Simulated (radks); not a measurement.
Kr XVI, configuration [Ar] 3d1 4p2 (not the ground configuration). Method: Dirac Kohn-Sham, PBE, spin-unpolarised, spherical densities, finite nucleus; open shells fill j = l - 1/2 first; Fermi nuclear charge, rms radius 4.1884 fm; computed with a radial shooting solver on a logarithmic mesh with Libxc functionals.

Radial electron density D(r) = 4 pi r^2 rho(r):

```
   r/bohr * D(r) (the largest magnitude, 53.1, reaches the edge; | marks zero)
 0.004207 |     *
  0.00539 |         *
 0.006908 |             *
 0.008781 |                  *
  0.01125 |                         *
  0.01442 |                                *
  0.01833 |                                       *
  0.02349 |                                            *
   0.0301 |                                              *
  0.03827 |                                            *
  0.04904 |                                        *
  0.06284 |                                       *
  0.08053 |                                           *
   0.1024 |                                                   *
   0.1312 |                                                      *
   0.1681 |                                             *
   0.2137 |                             *
   0.2739 |                    *
   0.3509 |                       *
   0.4461 |                        *
   0.5717 |               *
   0.7326 |      *
   0.9388 |   *
    1.193 | *
    1.529 |*
     1.96 *
    2.491 *
```

D(r) has 3 maxima, at r = 0.0294, 0.124, 0.409 bohr, and minima at 0.0594, 0.283 bohr, inside which lie 2.07, 10.52 electrons.
